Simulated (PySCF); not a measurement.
C3H8N2Si, SMILES C[Si@]1(N)C=NC1. The structure is a stationary point at PBE-D3(BJ)/def2-SVP. The structure was generated by enumeration; whether it is a known compound was not checked. Other conformers were not sampled.

Computed with PBE-D3(BJ)/def2-SVP (PySCF).

Harmonic wavenumbers (cm⁻¹): 106, 139, 152, 206, 235, 280, 357, 366, 468, 622, 640, 678, 745, 756, 786, 839, 868, 877, 931, 1092, 1130, 1211, 1228, 1365, 1380, 1383, 1490, 1559, 2974, 2982, 3027, 3034, 3071, 3084, 3494, 3593. Rotational constants (GHz): 4.326, 2.351, 2.035; symmetry number 1.

Task: Work out the zero-point energy and the ideal-gas rigid-rotor harmonic-oscillator thermochemistry at 298.15 K and 1 atm.

Result: ZPE = ½ Σ hcν = ½ × 47148 cm⁻¹ = 67.40 kcal/mol. H − E(el) = 73.23 kcal/mol. Entropy in cal/(mol K): translation 39.72, rotation 27.14, vibration 19.99, total 86.85. G − E(el) = 47.33 kcal/mol. Cp = 31.95 cal/(mol K). Modes under 150 cm⁻¹ make the vibrational entropy uncertain.
